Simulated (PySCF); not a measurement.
C2H10O2Si2, SMILES OC[SiH]([SiH3])CO.

The structure is a stationary point at r2SCAN-D4/def2-SVP. The structure was generated by enumeration, and PubChem lists no compound with its InChIKey, so it may never have been made. One conformer was computed; it need not be the lowest.

Computed with PBE/def2-TZVP (PySCF).

The molecule is in vacuum.

The total energy is -811.16935 hartree and the highest occupied level is -5.80 eV. The lowest empty level is -0.96 eV and the orbital gap is 4.83 eV. The dipole moment is 0.93 D and the quadrupole, principal values (traceless, Buckingham form, about the centre of nuclear charge) comes out as -15.04, 5.55, 9.49 D·Å. The mean static polarisability is 94.9 bohr³ (14.06 Å³) and the polarisability, principal values is 80.5, 100.2, 103.9 bohr³.
